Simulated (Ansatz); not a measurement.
Basis-set extrapolation for C₆H₁₂O (`CC1(O)CCCC1`) (PBE0-D4/def2-TZVP geometry, frozen core, Ansatz 0.2.0). Multiplicity 1, RHF reference.

```
                      def2-TZVPP   def2-QZVPP
                 HF  -309.178095  -309.192198
    MP2 correlation    -1.276522    -1.360138
CCSD(T) correlation    -1.388296      not run
```

Energies in hartree. Use E(X) = E(∞) + A·exp(−7.88·√X) for Hartree–Fock and E(X) = E(∞) + B·X^(−2.97) for correlation, with X = 3 and 4, and add CCSD(T) minus MP2 of the smaller set to the MP2 limit.

Task: What is the CCSD(T) energy at the basis-set limit?

Result: HF limit: -309.192198 + (-0.014103) × 0.13774 = -309.19414. MP2 limit: -1.360138 + (-0.083616) × 0.74074 = -1.42208. Higher-order term: -1.388296 − (-1.276522) = -0.11177. Total: -310.72799 hartree, 424.3 kJ/mol below CCSD(T)/def2-TZVPP.
